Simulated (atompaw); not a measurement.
## How hard is this N PAW (atompaw) potential?

```json
{
  "Element": "N",
  "Generator": "atompaw 4.2.0.5",
  "Type": "PAW",
  "Functional": "LDA (PW92)",
  "Relativity": "scalar-relativistic",
  "Frozen core": "none",
  "Valence charge": "7",
  "Reference configuration": "1s2 2s2 2p2 (charge +1)",
  "Partial waves": "1s (bound): rc 0.40 bohr; 2s (bound): rc 1.60 bohr; 2p (bound): rc 1.60 bohr; 2p channel at 1 Ry: rc 1.60 bohr; 3d channel at 0.2 Ry: rc 1.40 bohr; 3d channel at 1.9 Ry: rc 1.60 bohr",
  "Local potential": "bessel scheme, radius 1.10 bohr",
  "Core correction": "none",
  "Augmentation charge": "sinc compensation charge, radius 1.20 bohr; PAW radius 1.60 bohr; waves and projectors: custom polynom vanderbiltortho"
}
```

The pseudo-atom Hamiltonian at the reference potential is diagonalised in spherical Bessel functions j_l(qr) that vanish at 20 bohr, with q² up to the cutoff. All-electron valence levels (Ry): 1s -29.2864, 2s -2.3704, 2p -1.5301.

Q: How do the lowest levels (Ry) of each channel move with the cutoff, and are there ghosts?

A:

```tsv
cutoff (Ry)	s #1	s #2	p #1	p #2	d #1	f #1	f #2	Σ f·Δε (mRy)
8	-2.3479	-0.3970	-1.0143	-0.2086	-0.1353	-0.0422	0.0684	54947.7
25	-2.3707	-0.8990	-1.5284	-0.2632	-0.1361	-0.0422	0.0684	53829.3
50	-16.9020	-2.3704	-1.5300	-0.2634	-0.1362	-0.0422	0.0684	24762.9
100	-25.9463	-2.3704	-1.5301	-0.2634	-0.1362	-0.0422	0.0684	6674.2
180	-28.8525	-2.3704	-1.5301	-0.2634	-0.1362	-0.0422	0.0684	861.7
400	-29.2834	-2.3704	-1.5301	-0.2634	-0.1362	-0.0422	0.0684	0.0
```

Result: no extra level below or beside the all-electron valence levels (s, p, d, f tested); 10 mRy is reached at over 300 Ry and 1 mRy at over 300 Ry.
